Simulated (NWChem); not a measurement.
Species: C2H5S, doublet; SMILES S[CH]C

All runs: NWChem. Pople sets run with spherical d functions. Spin-unrestricted. No stability test was run on the SCF state. Each level has its own optimisation; frequencies are unscaled. Brackets give each atom's bonded neighbours. One conformer.

| level | r C–C (Å) | r C–S (Å) | r C–H [C(CHS)–H(C)] (Å) | r H–S (Å) | highest harmonic frequency (cm⁻¹) | lowest (cm⁻¹) | zero-point energy (kcal/mol) | dipole (D) |
|---|---|---|---|---|---|---|---|---|
| PBE/def2-SVP | 1.490 | 1.744 | 1.101 | 1.367 | 3133 | 150 | 36.8 | 1.13 |
| UHF/3-21G | 1.501 | 1.833 | 1.071 | 1.352 | 3375 | 159 | 40.1 | 2.00 |
| B3LYP/6-31G* | 1.493 | 1.751 | 1.085 | 1.353 | 3214 | 161 | 38.3 | 1.34 |
| BLYP/def2-SVP | 1.499 | 1.759 | 1.101 | 1.368 | 3109 | 148 | 36.6 | 1.02 |
| PBE0/def2-SVP | 1.485 | 1.734 | 1.093 | 1.353 | 3224 | 149 | 38.1 | 1.26 |
